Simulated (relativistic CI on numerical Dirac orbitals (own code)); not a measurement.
Method of calculation: Dirac-Coulomb-Breit CI, orbitals from a KLI potential per configuration, model QED, unscaled Slater integrals (own radial code, finite nucleus).

The strongest absorption lines from the ground level of an ion, among the configurations computed and to levels below about 287 eV (vacuum wavelength in Å, gf): 52.790 (0.5), 53.005 (0.53), 53.318 (0.71), 53.388 (1.3), 54.119 (0.42), 65.171 (22), 65.688 (11), 65.807 (16).

Q: Which ion is it?
A. Sm17+
B. Nd15+
C. Gd19+
D. Gd17+

A: C. Gd19+ has 45 electrons and the ground level 4s2.4p6.4d9 2D_5/2; the strongest line goes to 4s2.4p6.4d8.4f 2F°_7/2. The pattern of lines fixes the number of electrons, and along that sequence the line energies rise steadily with the charge (about as its square where n changes within one kind of shell, about linearly where n is kept but much faster in heavy ions where fine structure, which grows about as Z⁴, sets the gap, and irregularly where shells cross), which fixes Z. Configurations outside the model, such as inner-shell arrays, can give stronger lines. At this charge energies of transitions that change n are usually good to better than 1 %, and those within a shell (Δn = 0) to a few per cent.

LS names give the leading component of a level, which can be under half, so a name can repeat, a term be missing and a line seem to break the LS rules.
